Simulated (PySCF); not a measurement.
Run record: excited-state job, `CN(C)BBr`.

Computed with TDDFT CAM-B3LYP/def2-SVPD, vertical, gas phase, core orbitals frozen in the response (PySCF 2.14.0, density-fitted response routines). Geometry: GFN2-xTB. The input is one job of a driver script: a line of settings, then coordinates in Å.

Command:
```bash
OMP_NUM_THREADS=1 python probes_run.py task.json out
```

Input:
```
{"job": {"kind": "uv", "xc": "CAM-B3LYP", "basis": "def2-SVPD", "nstates": 8, "ntriplets": 3}, "charge": 0, "multiplicity": 1}
C      0.016811     0.695432    -1.201992
N      0.163948    -0.073358     0.016115
C     -1.055856    -0.058843     0.797579
B      1.335377    -0.719895     0.345542
Br     1.490611    -1.715837     1.944626
H     -0.789315     0.280328    -1.813250
H      0.940262     0.675347    -1.774100
H     -0.231267     1.733902    -0.965304
H     -0.936958    -0.631016     1.713995
H     -1.877436    -0.489031     0.217665
H     -1.320355     0.969926     1.057777
H      2.265376    -0.667641    -0.364680
```

Output:
```
coarse grid: 45296 points
cycle   1  E = -2733.8516302111  dE = -5.130e-01  |g| = 2.495e-01  |ddm| = 5.031e+00
cycle   2  E = -2733.8639647804  dE = -1.233e-02  |g| = 1.529e-01  |ddm| = 6.621e-01
cycle   3  E = -2733.8682077016  dE = -4.243e-03  |g| = 6.660e-02  |ddm| = 2.601e-01
cycle   4  E = -2733.8691426395  dE = -9.349e-04  |g| = 1.331e-02  |ddm| = 8.355e-02
cycle   5  E = -2733.8691843762  dE = -4.174e-05  |g| = 5.037e-03  |ddm| = 2.329e-02
cycle   6  E = -2733.8691908708  dE = -6.495e-06  |g| = 6.092e-04  |ddm| = 8.877e-03
final grid: 95296 points
cycle   7  E = -2733.8691913618  dE = -1.257e-07  |g| = 5.082e-04  |ddm| = 5.578e-03
cycle   8  E = -2733.8691913573  dE =  4.519e-09  |g| = 5.566e-04  |ddm| = 1.809e-03
cycle   9  E = -2733.8691914182  dE = -6.089e-08  |g| = 5.415e-05  |ddm| = 6.856e-04
cycle  10  E = -2733.8691914189  dE = -7.371e-10  |g| = 2.434e-05  |ddm| = 9.385e-05
converged SCF energy = -2733.8691914189

Static polarisability (au): isotropic 69.290, principal 53.979 66.520 87.372

Singlet excitations
state   eV       nm        f      main configurations
  1   6.6566    186.3   0.00070   H-1->L+1 0.95
  2   6.7813    182.8   0.28039   H->L+1 0.94
  3   6.8824    180.1   0.03331   H->L 0.90
  4   7.4780    165.8   0.06508   H-1->L 0.65, H-1->L+2 0.29
  5   7.5155    165.0   0.00632   H->L+2 0.83
  6   7.9966    155.0   0.00245   H->L+3 0.93
  7   8.0339    154.3   0.02966   H-1->L+2 0.44, H-1->L 0.20, H-1->L+5 0.13
  8   8.2179    150.9   0.07218   H-2->L+1 0.76, H->L+4 0.15

Triplet excitations (Tamm-Dancoff, eV): 5.3159 6.4268 6.7742
```

The SCF starts on a coarse grid where the log names one; the energy can jump when the final grid takes over, and dE then counts from the start density on the new grid. H and L stand for HOMO and LUMO; the number after each pair is its weight.

Question: How does the lowest singlet excitation compare with the HOMO–LUMO gap?

Answer: HOMO -8.72 eV and LUMO 1.00 eV give a gap of 9.72 eV; S1 at 6.66 eV lies 3.06 eV below it.

Summary of the converged run: HOMO -8.72 eV, LUMO 1.00 eV; lowest singlet 6.66 eV; lowest triplet 5.32 eV (Tamm–Dancoff); mean polarisability 69.3 au.

 The CAM-B3LYP/def2-SVPD calculation is non-relativistic and has no spin–orbit coupling, an omission that weighs most on bromine.

Time: 36 s wall (grids of density and orbitals included); peak memory 0.74 GiB. Hardware: an Arm Neoverse V1 with one thread, shared host with 32 logical CPUs at a one-minute load of 29.
Labels such as C1 count atoms from 1, the log's own numbers from 0.
